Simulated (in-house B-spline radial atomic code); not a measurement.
Configurations of Tm²⁺, with energies counted from [Xe] (4f5/2)6 (4f7/2)7. Method: Dirac-Hartree-Fock, average of each configuration as written, Fermi nucleus of rms radius 5.2256 fm. Calculated with a radial B-spline atomic code at the basis-set limit. Energies include first-order Breit, QED and recoil terms.

Occupations are held fixed; configurations that lie above the ionisation limit could autoionise.

| configuration | E - E(ref) (eV) | highest orbital | its <r> (bohr) |
| --- | --- | --- | --- |
| [Xe] (4f5/2)6 (4f7/2)6 9s1 | 16.357 | 9s1/2 | 15.54 |
| [Kr] 4d10 4f14 5s2 (5p1/2)1 (5p3/2)4 | 33.22 | 4f7/2 | 0.8124 |
| [Kr] 4d10 (4f5/2)6 (4f7/2)7 5s2 (5p1/2)2 (5p3/2)3 (6d5/2)1 | 35.628 | 6d5/2 | 5.973 |
| [Kr] (4d3/2)4 (4d5/2)5 4f14 5s2 5p6 | 177.89 | 4f7/2 | 0.7748 |

Problem. Order these further configurations by energy, lowest first.
A. [Kr] (4d3/2)3 (4d5/2)6 (4f5/2)6 (4f7/2)7 5s2 5p6 6s1
B. [Xe] (4f5/2)4 (4f7/2)8 (9d3/2)1
C. [Kr] 4d10 (4f5/2)6 (4f7/2)7 5s2 (5p1/2)1 (5p3/2)4 (7d3/2)1
D. [Xe] (4f5/2)5 (4f7/2)8
E. [Kr] (4d3/2)3 (4d5/2)6 (4f5/2)5 (4f7/2)8 5s2 5p6 9s1

Solution. D (1.0663 eV), B (19.68 eV), C (44.931 eV), A (188.77 eV), E (203.44 eV).
